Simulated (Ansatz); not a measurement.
Isolated molecules relaxed with PBE0-D4/def2-TZVP in Ansatz; ΔE leaves out vibrations. CCSD(T)/CBS is the MP2 limit (def2-TZVPP, def2-QZVPP) plus CCSD(T) − MP2 in def2-TZVPP, frozen cores. For Ge outer-core shells are correlated without core-valence functions, which leaves a few kJ/mol of doubt a bond. Scalar relativity is left out up to krypton. Each species was taken in one conformer, which may not be the lowest.

Consider the cleavage of the Si–Ge bond: `[OH][GeH]([F])[SiH2]Cl` + `NCF` → `FCN[SiH2]Cl` + `[OH][GeH2][F]`.

| species | HF/def2-TZVPP energy (Eh) |
| --- | --- |
| `[OH][GeH]([F])[SiH2]Cl` | -3000.65776 |
| `NCF` | -194.16673 |
| `FCN[SiH2]Cl` | -943.28787 |
| `[OH][GeH2][F]` | -2251.56042 |

Task: Work out ΔE.

Result: ΔE = (-943.28787) + (-2251.56042) − (-3000.65776) − (-194.16673) = -0.02380 Eh = -62.5 kJ/mol. CCSD(T)/CBS gives -46.6 kJ/mol.

Largest T1 diagnostic among the species: 0.012.

In def2-TZVPP, CCSD(T) changes the Hartree–Fock value by +13.8 kJ/mol (the triples alone add +2.1 kJ/mol) and MP2 by +7.9 kJ/mol. From PBE to PBE0 (25 % exact exchange), in def2-TZVPP and without D4, ΔE moves by −8.0 kJ/mol.
